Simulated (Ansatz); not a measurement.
`[SeH]CCCCc1ccc(-c2ccc(-c3cccs3)s2)s1`, relaxed as a singlet with RKS r2SCAN-D4/def2-SVP in Ansatz, starting from the GFN2-xTB geometry. Force threshold 0.03 eV/Å.

Start:

```xyz
36

Se   -3.154    5.613   -0.396
C    -3.291    5.175    1.526
C    -3.896    3.807    1.798
C    -3.050    2.642    1.292
C    -1.741    2.465    2.073
C    -1.049    1.214    1.659
C    -1.203   -0.040    2.169
C    -0.426   -1.012    1.515
C     0.329   -0.501    0.491
C     1.238   -1.179   -0.372
C     2.017   -0.646   -1.372
C     2.806   -1.595   -2.029
C     2.645   -2.872   -1.543
C     3.284   -4.070   -1.984
C     4.202   -4.223   -2.995
C     4.624   -5.554   -3.160
C     4.032   -6.408   -2.284
S     2.941   -5.601   -1.231
S     1.490   -2.895   -0.240
S     0.066    1.215    0.332
H    -4.578    5.542   -0.645
H    -2.269    5.248    1.900
H    -3.886    5.964    1.988
H    -4.883    3.757    1.330
H    -4.039    3.711    2.878
H    -2.816    2.796    0.235
H    -3.632    1.722    1.377
H    -1.964    2.413    3.142
H    -1.084    3.318    1.895
H    -1.854   -0.260    2.997
H    -0.410   -2.054    1.783
H     2.009    0.403   -1.610
H     3.474   -1.353   -2.836
H     4.560   -3.408   -3.596
H     5.338   -5.867   -3.901
H     4.168   -7.466   -2.186
```

```
step   energy (eV)  largest force component (eV/Å)  SCF passes
   1  -114666.3644                           0.607          25
   2  -114666.5159                           0.174          22
   3  -114666.5288                           0.125          22
   4  -114666.5334                           0.033          23
   5  -114666.5345                           0.028          23
   6  -114666.5375                           0.054          21
   7  -114666.5403                           0.085          21
   8  -114666.5426                           0.093          21
   9  -114666.5450                           0.115          21
  10  -114666.5475                           0.170          21
  11  -114666.5505                           0.154          21
  12  -114666.5528                           0.117          21
  13  -114666.5545                           0.100          21
  14  -114666.5558                           0.084          21
  15  -114666.5570                           0.059          21
  16  -114666.5578                           0.051          21
  17  -114666.5585                           0.035          21
  18  -114666.5593                           0.049          21
  19  -114666.5599                           0.040          21
  20  -114666.5603                           0.034          21
  21  -114666.5608                           0.028          21
  22  -114666.5611                           0.031          22
  23  -114666.5613                           0.017          21
  24  -114666.5615                           0.021          21
```

Force components are those of the run's own axes.

End:

```xyz
36

Se   -2.3208    5.7778    0.1137
C    -3.3101    5.1699    1.7091
C    -4.0101    3.8213    1.5724
C    -3.1309    2.6458    1.1486
C    -1.9389    2.3963    2.0817
C    -1.1417    1.1827    1.7244
C    -0.9698    0.0166    2.4402
C    -0.1573   -0.9420    1.7814
C     0.3000   -0.5140    0.5446
C     1.1399   -1.1983   -0.4058
C     1.6456   -0.7447   -1.6177
C     2.4335   -1.7005   -2.2939
C     2.5508   -2.9040   -1.6112
C     3.2843   -4.0832   -2.0053
C     4.2396   -4.2024   -3.0067
C     4.7527   -5.5185   -3.1348
C     4.1971   -6.3993   -2.2341
S     3.0294   -5.6250   -1.2296
S     1.6678   -2.8347   -0.1073
S    -0.2944    1.0937    0.2074
H    -3.5038    5.7818   -0.7629
H    -2.5392    5.1525    2.4956
H    -4.0282    5.9572    1.9821
H    -4.8439    3.9199    0.8550
H    -4.4787    3.5964    2.5504
H    -2.7535    2.8198    0.1258
H    -3.7484    1.7326    1.1028
H    -2.2933    2.2718    3.1203
H    -1.2793    3.2837    2.0783
H    -1.4193   -0.1372    3.4242
H     0.0954   -1.9204    2.1965
H     1.4393    0.2576   -2.0011
H     2.8952   -1.5292   -3.2682
H     4.5689   -3.3557   -3.6119
H     5.5149   -5.8078   -3.8615
H     4.4074   -7.4606   -2.1026
```

By distances, no bond broke or formed. The bond that changes most is Se1–H21, from 1.45 to 1.47 Å (atoms count from 1).

The force fell under the threshold at step 5, but the optimiser went on and released 0.027 eV more. No frequencies were taken in this run, so the end may be a saddle point.

Hardware: 2 threads of AMD EPYC 7R13 on a shared host and a share (18 GiB) of an NVIDIA H100 80GB HBM3. Wall time 1.7 min.
